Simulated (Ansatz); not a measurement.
A nudged elastic band was laid between two geometries of Cl2H2OSn + ClH (8 atoms, charge 0, multiplicity 1).

The calculation used Ansatz 0.2.0, RKS PBE0/def2-SVP.

- movable images: 5
- climbing image: yes
- spring: 5.0 eV/Å²
- optimiser: quadratic models (default)
- start path: through a guess of the saddle point
- force threshold: 0.05 eV/Å
- iteration limit: 60
- end points: relaxed

Initial state:

```xyz
8
Properties=species:S:1:pos:R:3
Sn -0.112 0.015 -0.087
O -0.144 -0.213 1.890
H -0.991 0.008 2.300
H 1.472 -0.041 -0.670
Cl -1.102 2.102 -0.439
Cl -1.568 -1.545 -1.019
Cl 1.622 -2.564 1.623
H 0.816 -1.637 2.099
```

Final state:

```xyz
8
Properties=species:S:1:pos:R:3
Sn -0.043 -0.655 -0.186
O 0.695 0.123 2.096
H -0.058 0.646 2.408
H 1.430 0.090 -0.562
Cl -1.840 0.708 0.504
Cl -0.865 -1.441 -2.246
Cl 0.000 -2.659 1.056
H 0.675 -0.687 2.627
```

Which bonds break or form, and what moves?

Bonds broken: Sn1–O2, Cl7–H8. Bonds formed: Sn1–Cl7, O2–H8. Cl2H2OSn + ClH becomes Cl3H3OSn.

What energy profile does the band end with?

It converged. The highest image is number 1 of 0 to 6, 0.093 eV above the first end and 0.981 eV above the last; the last end lies 0.888 eV below the first. A vibrational analysis at the climbing image gives one clearly imaginary mode, 433i cm⁻¹: a first-order saddle point. The orbitals stay closed-shell, which can raise the energy where a bond breaks towards radicals; this wasn't checked here.

```
image  path coordinate (Å)  energy (eV)  Sn1–O2 (Å)  Cl7–H8 (Å)  Sn1–Cl7 (Å)
    0                 0.00        0.000        1.99        1.32         3.55
    1                 0.79        0.093        2.05        1.46         2.90
    2                 1.52       -0.414        2.24        2.07         2.50
    3                 2.25       -0.525        2.32        2.39         2.42
    4                 2.98       -0.634        2.39        2.42         2.40
    5                 3.71       -0.798        2.46        2.45         2.38
    6                 4.43       -0.888        2.52        2.61         2.36
```

What is the geometry of the highest image?


```xyz
8
Properties=species:S:1:pos:R:3
Sn 0.054 -0.168 -0.058
O -0.057 -0.209 1.991
H -0.895 0.049 2.402
H 1.597 0.059 -0.705
Cl -1.117 1.860 -0.291
Cl -1.423 -1.692 -1.006
Cl 1.296 -2.396 1.320
H 0.539 -1.378 2.046
```

What are the harmonic wavenumbers there?

433i, 65, 94, 121, 136, 181, 343, 375, 392, 497, 578, 605, 678, 829, 1075, 1453, 2018, 3847 cm⁻¹.

The run took 2.4 min on 4 threads of Intel(R) Xeon(R) Platinum 8488C (Sapphire Rapids), on a shared host, peak memory 0.34 GiB.
